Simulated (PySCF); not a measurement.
## Ionisation energy of S⁺ by level of theory

S⁺ [Ne] 3s2 3p3 (4S) → S²⁺ [Ne] 3s2 3p2 (3P), as a difference of total energies. Computed with PySCF 2.14 in an uncontracted even-tempered set (20 s from 0.028 bohr⁻², ratio 2.5; 14 p from 0.036 bohr⁻², ratio 2.5; 6 d from 0.67 bohr⁻², ratio 2.7; 5 f from 1 bohr⁻², ratio 2.7), with the non-relativistic Hamiltonian (point nucleus). Correlated levels: outer shells: 1s2 frozen; virtual orbitals above 40 to 60 times the deepest correlated orbital energy dropped. The calculations carry no spin-orbit coupling.

| method | ionisation energy (eV) |
| --- | --- |
| UHF | 22.743 |
| LDA | 23.407 |
| PBE | 23.319 |
| PBE0 | 23.387 |
| r2SCAN | 23.521 |
| B3LYP | 23.252 |
| MN15 | 23.354 |
| MP2 (outer shells) | 23.215 |
| SCS-MP2 (outer shells) | 23.058 |

**Question.** How much does correlation contribute at MP2 (outer shells)?

**Answer.** 23.215 − (22.743) = 0.472 eV, measured against UHF.

A first-order spin-orbit estimate (lowest level to lowest level, LS coupling) adds -0.061 eV.

For comparison: 23.338 eV (measured; NIST Atomic Spectra Database, ionization energies).
